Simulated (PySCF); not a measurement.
# One molecule, several mistakes: BGeH4N

These are calculations, not measurements. The program is PySCF 2.14.0, an open-source quantum chemistry code, run on an isolated molecule that a program drew, which may never have been made. The molecule is BGeH4N (charge 0, singlet), drawn as the SMILES string `B[N]=[GeH2]`.

Each row is a Hartree-Fock (HF) and frozen-core CCSD(T) single point in the cc-pVDZ basis, meant for a local HF minimum. Run 1 is clean. Each other run has one planted mistake out of seven kinds, and not every kind appears here: one electron removed, one electron added, multiplicity raised by two, geometry at a saddle point, minimal basis STO-3G, one bond length entered in bohr, all coordinates scaled. The reference is restricted for singlets and unrestricted otherwise, and also for a bond in bohr. Adding or removing an electron swaps singlet and doublet. Electrons count all cores. HOMO and LUMO are orbital energies over both spins, the gradient is its largest component, and the lowest frequency (negative if imaginary) is given only where the gradient is small. Bond lengths are over the 6 bonds as drawn. T1 is the CCSD diagnostic: over 0.02 (restricted) or 0.045 (unrestricted) a single reference is doubtful. Germanium has the cc-pVDZ-PP basis, with a core potential (ECP10MDF) in place of its 10 inner electrons, and its 3s, 3p and 3d shells are frozen in CCSD(T).

Geometry of the clean run:
```xyz
7
BGeH4N, angstrom
B     0.7778   -1.0480    0.9012
N    -0.3427   -0.3479    0.5063
Ge   -1.6887    0.4858    0.0400
H     1.4956   -0.6113    1.7692
H     1.0518   -2.1040    0.3821
H    -1.6542    1.5130   -1.0763
H    -3.0386    0.2738    0.6999
```

| run | electrons | basis functions | <S^2> | HOMO (eV) | LUMO (eV) | gradient (hartree/bohr) | lowest frequency (cm^-1) | mean bond (Å) | longest bond (Å) | T1 | HF (hartree) | CCSD(T) (hartree) | mistake |
|---|---|---|---|---|---|---|---|---|---|---|---|---|---|
| 1 | 48 | 71 | 0.000 | -9.33 | 1.30 | 2.5e-05 | 86 | 1.4134 | 1.650 | 0.0211 | -374.79518 | -375.19458 | no fault |
| 2 | 48 | 71 | 0.000 | -9.60 | 1.78 | 1.3e-01 | - | 1.2834 | 1.499 | 0.0175 | -374.71568 | -375.09752 | all coordinates scaled |
| 3 | 47 | 71 | 0.765 | -17.24 | -7.11 | 8.0e-02 | - | 1.4134 | 1.650 | 0.0451 | -374.50880 | -374.85785 | one electron removed |
| 4 | 48 | 71 | 1.033 | -7.80 | 1.52 | 7.5e-02 | - | 1.5926 | 2.283 | 0.0707 | -374.69214 | -375.07832 | one bond length entered in bohr |
| 5 | 49 | 71 | 0.774 | -0.25 | 8.09 | 7.3e-02 | - | 1.4134 | 1.650 | 0.0185 | -374.77539 | -375.17955 | ? |

**Which mistake was planted in run 5, and what did it cost?**

It counts 49 electrons, one more than the clean run, at the same geometry and basis. So the mistake is: one electron added. Subtracting run 1 and multiplying by 627.51 kcal/mol a hartree, the energy moved by 12.4 kcal/mol in HF and 9.4 kcal/mol in CCSD(T).

Cautions from the logs. Run 1: T1 is over the limit, so its CCSD(T) energy is less reliable; run 3: T1 is over the limit, so its CCSD(T) energy is less reliable; run 4: T1 is over the limit, so its CCSD(T) energy is less reliable; run 5: the added electron raises the CCSD(T) energy, so it isn't bound in this basis.
